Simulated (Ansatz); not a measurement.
Frontier orbitals of CH$_{3}$BrOSi (`Br[SiH]1CO1`).

| atom | x (Å) | y (Å) | z (Å) |
| --- | --- | --- | --- |
| Br1 | 0.818 | 0.943 | 2.333 |
| Si2 | 0.716 | 0.256 | 0.253 |
| C3 | -0.764 | -0.501 | -0.429 |
| O4 | -0.429 | 0.921 | -0.724 |
| H5 | 2.079 | 0.108 | -0.283 |
| H6 | -0.752 | -1.127 | -1.318 |
| H7 | -1.667 | -0.600 | 0.168 |

Charge 0, multiplicity 1. Correlated methods include outer-core shells of Br, which these sets cover unevenly. Scalar relativity is left out up to krypton. Geometry: relaxed with PBE0-D4/def2-TZVP. Basis def2-TZVPP, the Gaussian-basis code of Ansatz.

Orbital energies of one run (eV). Highest occupied ones, from the top: -9.01, -10.01, -10.20, -10.67, -12.00, -12.68, -14.11, -14.91, -16.59, -20.61, -24.36, -31.48, -77.80, -77.80. Empty: 0.41, 0.91, 1.92, 2.78, 3.20, 3.41.

(1) Which functional gave them?
A. BHLYP
B. ωB97X-V
C. B3LYP
D. BLYP

Results:

(1) A. HOMO energies: BHLYP -9.01, ωB97X-V -10.18, BLYP -6.42, B3LYP -7.61 eV.

B3LYP here is the variant with VWN-RPA as its local correlation; programs differ in this.
